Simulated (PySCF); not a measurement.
Input file for PySCF: R-B3LYP/6-31G* on N2 (SMILES N#N) with ghost functions, monomers drawn apart or pushed together.

```python
from pyscf import gto, scf, dft, mp
from pyscf.data.elements import chemcore

mol = gto.M(
    atom='''
    N     1.20011498   -0.04338340    0.93901748
    N     0.82041372    0.05478646   -0.07873401
    ghost-C    0.39615003   -0.20717572    6.04992040
    ghost-Si   -1.27466322    0.11084729    5.26072789
    ghost-H    1.17450549   -0.28014675    5.28914542
    ghost-H    0.38616936   -1.13951050    6.61744578
    ghost-H    0.66272123    0.60106890    6.73338111
    ghost-H   -1.25955079    1.37813893    4.49001283
    ghost-H   -2.33207004    0.21080070    6.29667903
    ghost-H   -1.63658219   -0.98931585    4.33394906
    ''',
    basis='6-31g*',
    cart=True,
    charge=0, spin=0, verbose=3, max_memory=1800)
mf = dft.RKS(mol, xc='b3lyp')
mf.conv_tol = 1e-8
mf.max_cycle = 100
mf.kernel()
if not mf.converged:
    mf = mf.newton().run(mf.mo_coeff, mf.mo_occ)
```

Task: Give the final energy of this run.

Result: -109.5237 hartree.
